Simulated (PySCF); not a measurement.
Energy of Pr²⁺ (praseodymium, charge +2) between two integer charges

The 4f alpha orbital of [Xe] 4f3 is emptied in steps (occupation f), with all orbitals relaxed, ending at [Xe] 4f2. All numbers are calculated (PySCF 2.14, a scalar-relativistic core potential, in def2-TZVP with the def2 core potential (28 electrons) (10s7p5d4f1g, 93 functions)). The exact energy is a straight line in f; departures are measured from the line between the end points of the same method.

```csv
f,BLYP (eV)
1,0.000
0.75,-1.474
0.5,-1.990
0.25,-1.510
0,0.000
```

Task: For BLYP, how does the orbital energy at f = 1 compare with the removal energy?

Result: −ε = 15.017 eV against a total-energy difference of 22.770 eV. By Janak's theorem ε = ∂E/∂f, so the gap between them reflects the curvature. Along the path −ε is 18.764 (f = 0.75), 22.673 (f = 0.5), 26.728 (f = 0.25) eV.

Reference removal energy between the ground levels: 21.624 eV (measured; NIST Atomic Spectra Database, ionization energies). The calculation has no spin-orbit coupling. The determinant left behind need not be the lowest term of the ion.
